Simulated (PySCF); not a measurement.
Molecular orbitals of RbCl

M06 at R = 2.783 Å; Rb x2c-TZVPPall, Cl x2c-TZVPPall; spin-free X2C with a Gaussian nucleus (PySCF 2.14). State: ¹Σ⁺ (singlet), closed shell. Only the outer orbitals are listed, counted within each symmetry.

```
orbital  occ.  ε (eV)  on Rb (%)   main shells (%)
    10σ     2  -34.90        100          100 Rb s
    11σ     2  -19.19         17  82 Cl s, 16 Rb p
     5π     2  -17.83        100          100 Rb p
     5π     2  -17.83        100          100 Rb p
    12σ     2  -17.37         84  83 Rb p, 15 Cl s
    13σ     2   -6.12          6           93 Cl p
     6π     2   -5.97          5           95 Cl p
     6π     2   -5.97          5           95 Cl p
    14σ     0   -2.19         99  77 Rb s, 22 Rb p
     7π     0   -1.19        100  81 Rb p, 18 Rb d
     7π     0   -1.19        100  81 Rb p, 18 Rb d
```

Task: Which are the highest filled and the lowest empty level, where do they sit, and how wide is the gap?

Result: Highest filled 6π at -5.97 eV (in %: 95 Cl p); lowest empty 14σ at -2.19 eV (in %: 77 Rb s, 22 Rb p); the gap at M06 is 3.78 eV.

- bond order (Mayer): 0.67
- ⟨S²⟩: 0.000
- charge on Rb (Mulliken, basis-dependent): 0.65
- charge on Rb (Löwdin, basis-dependent): 0.20
- dipole moment (positive dipole means Rb(−)Cl(+)): -10.17 D
